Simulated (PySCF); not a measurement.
Stepwise substitution at one centre (Ga Br-NH2). All species are isolated molecules in the gas phase. One relaxed conformer stands for each flexible species; it need not be the lowest. Strings in code marks are SMILES.

Method: PySCF 2.14.0 with CAM-B3LYP-D3(BJ)/def2-TZVP. Excitations are Tamm–Dancoff values on a coarser integration grid. The basis has no diffuse functions, so Rydberg states are missing or too high.

| species | T1 excitation (TDA) (eV) | S1 oscillator strength | HOMO–LUMO gap (eV) |
|---|---|---|---|
| 0 of 3 Br replaced by NH2 | (withheld) | 0.000 | 8.75 |
| 1 of 3 Br replaced by NH2 (`[NH2][Ga]([Br])[Br]`) | 5.19 | (withheld) | 9.09 |
| 2 of 3 Br replaced by NH2 (`[NH2][Ga]([NH2])[Br]`) | (withheld) | 0.000 | 9.23 |
| 3 of 3 Br replaced by NH2 (`[NH2][Ga]([NH2])[NH2]`) | 5.25 | 0.002 | 9.16 |

### Question
Complete the blanks.

### Answer

- 0 of 3 Br replaced by NH2, T1 excitation (TDA) (eV): 5.04
- 1 of 3 Br replaced by NH2 (`[NH2][Ga]([Br])[Br]`), S1 oscillator strength: 0.003
- 2 of 3 Br replaced by NH2 (`[NH2][Ga]([NH2])[Br]`), T1 excitation (TDA) (eV): 5.21
